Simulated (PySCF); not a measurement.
**SrCa⁺: energy against distance**

Set-up: Sr def2-SVPD with ECP28, Ca def2-SVPD; scalar-relativistic core potentials (PySCF 2.14). Energies in eV from Sr⁺ + Ca in their ground configurations at the same level. State: ²Σ⁺ (doublet), unpaired electrons σ ↑.

All columns are PBE0. A positive dipole points towards Ca; it is taken about the centre of mass and depends on that origin.

| R (Å) | E (eV) | μ (D) | Mulliken charge on Sr (basis-dependent) | HOMO (eV) | LUMO (eV) | Mayer bond order | ⟨S²⟩ |
| --- | --- | --- | --- | --- | --- | --- | --- |
| 3.491 | -0.785 | 1.90 | 0.93 | -7.42 | -5.78 | 0.63 | 0.79 |
| 3.653 | -0.928 | 2.02 | 0.87 | -7.44 | -5.81 | 0.67 | 0.79 |
| 3.816 | -1.006 | 2.13 | 0.80 | -7.47 | -5.84 | 0.69 | 0.79 |
| 3.937 | -1.034 | 2.21 | 0.76 | -7.49 | -5.87 | 0.69 | 0.80 |
| 4.059 | -1.041 | 2.29 | 0.72 | -7.52 | -5.90 | 0.69 | 0.80 |
| 4.181 | -1.033 | 2.36 | 0.69 | -7.54 | -5.93 | 0.69 | 0.81 |
| 4.343 | -1.005 | 2.44 | 0.65 | -7.57 | -5.97 | 0.68 | 0.81 |
| 4.546 | -0.952 | 2.51 | 0.61 | -7.61 | -6.02 | 0.66 | 0.81 |
| 4.790 | -0.875 | 2.57 | 0.58 | -7.65 | -6.08 | 0.64 | 0.82 |
| 5.114 | -0.766 | 2.60 | 0.56 | -7.70 | -6.15 | 0.61 | 0.82 |

A fit through these points gives, at Re = 4.050 Å, μ = 2.28 D and dμ/dR = 0.603 D/Å; the reduced mass is 27.47 u.

Q: How strong is the fundamental in the double-harmonic approximation, I = 42.26·(dμ/dR)²/μred km/mol?

A: I = 42.26·(0.603)²/27.47 = 0.559 km/mol at PBE0.

Spin–orbit coupling is left out. For an ion De counts to the pair picked by the measured ionisation energies or electron affinities, which need not be the lowest pair at this level. The state is the lowest determinant that a PBE0 search found; another state may lie lower at other levels.
